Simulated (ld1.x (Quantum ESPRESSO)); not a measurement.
## LDA (PZ) ultrasoft dataset for Ce, scalar-relativistic all-electron reference.

The input file (ld1.x (Quantum ESPRESSO) 7.5):

```
&input
   title='Ce', zed=58., rel=1, dft='PZ', iswitch=3,
   config='[Xe] 4f1 5d0 6s0 6p0',
   nld=3, rlderiv=3.10, eminld=-7.0, emaxld=5.0, deld=0.02
 /
 &inputp
   pseudotype=3, tm=.true., lloc=-1, rcloc=2.00,
   nlcc=.false.,
   file_pseudopw='Ce.UPF', file_wfcaegen='ae.wfc', file_wfcncgen='nc.wfc', file_beta='beta', file_chi='chi', file_wfcusgen='us.wfc'
 /
6
5S  1  0   2.00   0.00  1.85  1.95  0.0
6S  2  0   0.00   0.00  1.85  1.95  0.0
5P  2  1   6.00   0.00  2.15  2.85  0.0
6P  3  1   0.00   0.00  2.15  2.85  0.0
5D  3  2   0.00   0.00  1.65  2.30  0.0
5D  3  2   0.00  -0.85  1.65  2.30  0.0
 &test
   configts(1)='5s2 5p6 5d0 6s0 6p0'
 /
```

Command:

```bash
ld1.x < Ce.in > Ce.out
```

The program printed (shortened: banner, matrices, multipoles, cross overlaps and the repeated all-electron block are left out):

```
Program LD1 v.7.5
     --------------------------- All-electron run ----------------------------

     Ce
     scalar relativistic calculation

     atomic number is 58.00
     dft =PZ   lsd =0 sic =0 latt =0  beta=0.20 tr2=1.0E-14
     Exchange-correlation= PZ
                           (   1   1   0   0   0   0   0)
     mesh =1255 r(mesh) = 100.94310 a.u. xmin = -7.00 dx = 0.01250
     1 Ry =  13.60569312 eV, c = 137.03599908

     n l     nl                  e(Ry)          e(Ha)          e(eV)
     1 0     1S 1( 2.00)     -2958.5926     -1479.2963    -40253.7024
     2 0     2S 1( 2.00)      -475.2660      -237.6330     -6466.3230
     2 1     2P 1( 6.00)      -426.0417      -213.0208     -5796.5922
     3 0     3S 1( 2.00)      -103.6738       -51.8369     -1410.5539
     3 1     3P 1( 6.00)       -88.0175       -44.0088     -1197.5397
     4 0     4S 1( 2.00)       -22.3334       -11.1667      -303.8615
     4 1     4P 1( 6.00)       -17.2177        -8.6088      -234.2582
     3 2     3D 1(10.00)       -65.7205       -32.8603      -894.1733
     5 0     5S 1( 2.00)        -4.6967        -2.3483       -63.9017
     5 1     5P 1( 6.00)        -3.3879        -1.6939       -46.0942
     4 2     4D 1(10.00)        -9.8528        -4.9264      -134.0539
     4 3     4F 1( 1.00)        -2.1302        -1.0651       -28.9824
     5 2     5D 1( 0.00)        -1.7496        -0.8748       -23.8049
     6 0     6S 1( 0.00)        -1.5209        -0.7604       -20.6924
     6 1     6P 1( 0.00)        -1.1732        -0.5866       -15.9621

     final scf error:  1.7E-15 reached in  32 iterations

     Etot =  -17705.059867 Ry,   -8852.529934 Ha, -240889.611277 eV

     Ekin =   18762.180328 Ry,    9381.090164 Ha,  255272.467860 eV
     Encl =  -42805.387507 Ry,  -21402.693753 Ha, -582396.966429 eV
     Eh   =    6742.060354 Ry,    3371.030177 Ha,   91730.404190 eV
     Exc  =    -403.913042 Ry,    -201.956521 Ha,   -5495.516897 eV

     normalization and overlap integrals

     s(1S/1S) =  1.000000  <r> =   0.0246  <r2> =    0.0008  r(max) =   0.0158
     s(2S/2S) =  1.000000  <r> =   0.1053  <r2> =    0.0131  r(max) =   0.0887
     s(2P/2P) =  1.000000  <r> =   0.0924  <r2> =    0.0104  r(max) =   0.0717
     s(3S/3S) =  1.000000  <r> =   0.2790  <r2> =    0.0889  r(max) =   0.2534
     s(3P/3P) =  1.000000  <r> =   0.2770  <r2> =    0.0889  r(max) =   0.2502
     s(4S/4S) =  1.000000  <r> =   0.6376  <r2> =    0.4588  r(max) =   0.5928
     s(4P/4P) =  1.000000  <r> =   0.6751  <r2> =    0.5183  r(max) =   0.6154
     s(3D/3D) =  1.000000  <r> =   0.2537  <r2> =    0.0759  r(max) =   0.2049
     s(5S/5S) =  1.000000  <r> =   1.4999  <r2> =    2.5220  r(max) =   1.3697
     s(5P/5P) =  1.000000  <r> =   1.7142  <r2> =    3.3097  r(max) =   1.5327
     s(4D/4D) =  1.000000  <r> =   0.7445  <r2> =    0.6428  r(max) =   0.6551
     s(4F/4F) =  1.000000  <r> =   1.0571  <r2> =    1.4322  r(max) =   0.7061
     s(5D/5D) =  1.000000  <r> =   2.3301  <r2> =    6.1784  r(max) =   2.0179
     s(6S/6S) =  1.000000  <r> =   3.3348  <r2> =   12.3750  r(max) =   3.1254
     s(6P/6P) =  1.000000  <r> =   3.8917  <r2> =   16.9066  r(max) =   3.6312

     ------------------------ End of All-electron run ------------------------

     --------------------- Generating US pseudopotential ---------------------

      Generating local potential from pseudized AE potential:
      Matching radius rcloc =   2.0000

      Local pseudo, rcloc= 1.993 Estimated cut-off energy=     5.86 Ry

      Wfc   5S  rcut= 1.849  Using Troullier-Martins method
      Wfc-us  5S rcutus= 1.944  Estimated cut-off energy=    13.76 Ry

      Wfc   6S  rcut= 1.849  Using Troullier-Martins method
      Wfc-us  6S rcutus= 1.944  Estimated cut-off energy=    25.07 Ry

      Wfc   5P  rcut= 2.148  Using Troullier-Martins method
      Wfc-us  5P rcutus= 2.828  Estimated cut-off energy=    10.90 Ry

      Wfc   6P  rcut= 2.148  Using Troullier-Martins method
      Wfc-us  6P rcutus= 2.828  Estimated cut-off energy=    20.55 Ry

      Wfc   5D  rcut= 1.632  Using Troullier-Martins method
      Wfc-us  5D rcutus= 2.315  Estimated cut-off energy=    21.16 Ry

      Wfc   5D  rcut= 1.632  Using Troullier-Martins method
      Wfc-us  5D rcutus= 2.315  Estimated cut-off energy=    23.68 Ry

     ------------------- End of pseudopotential generation -------------------

     Computing logarithmic derivative in   3.10597
     Computing logarithmic derivative in   3.10597
     Computing the partial wave expansion
     R is outside the sphere for l=    0 j= 0.00
     R is outside the sphere for l=    0 j= 0.00
     R is outside the sphere for l=    1 j= 0.00
     R is outside the sphere for l=    1 j= 0.00
     R is outside the sphere for l=    2 j= 0.00
     R is outside the sphere for l=    2 j= 0.00

     ---------------------- Testing the pseudopotential ----------------------

     Ce
     scalar relativistic calculation

     atomic number is 58.00   valence charge is 11.00
     dft =PZ   lsd =0 sic =0 latt =0  beta=0.20 tr2=1.0E-14
     mesh =1255 r(mesh) = 100.94310 xmin = -7.00 dx = 0.01250

     n l     nl             e AE (Ry)        e PS (Ry)    De AE-PS (Ry)
     1 0     5S   1( 2.00)       -4.69669       -4.69669        0.00000
     2 1     5P   1( 6.00)       -3.38786       -3.38786       -0.00000
     3 2     5D   1( 0.00)       -1.74963       -1.74963        0.00000
     2 0     6S   1( 0.00)       -1.52086       -1.35592       -0.16494  !
     3 1     6P   1( 0.00)       -1.17319       -1.06949       -0.10370  !

     eps = 2.1E-16  iter =  4

     Etot =  -17705.059867 Ry,   -8852.529934 Ha, -240889.611277 eV
     Etotps =   -62.103506 Ry,     -31.051753 Ha,    -844.961241 eV

     Ekin =      14.879161 Ry,       7.439580 Ha,     202.441294 eV
     Encl =    -111.588741 Ry,     -55.794370 Ha,   -1518.242162 eV
     Ehrt =      34.513701 Ry,      17.256850 Ha,     469.582821 eV
     Ecxc =      -6.928091 Ry,      -3.464045 Ha,     -94.261475 eV
     Epseu=       7.020464 Ry,       3.510232 Ha,      95.518281 eV

     ---------------------- End of pseudopotential test ----------------------
```

A Bessel basis up to 400 Ry misses an occupied level by 0.76 Ry, so cutoffs and ghosts were not judged. Its overlap operator is not positive definite in a basis up to 400 Ry (lowest eigenvalue p -0.07), so the file is unfit for use: the generalised eigenproblem breaks down once the basis is large enough, and its test numbers describe a broken file.

Generation and configuration tests took about 4.2 s on one core of a shared server CPU.
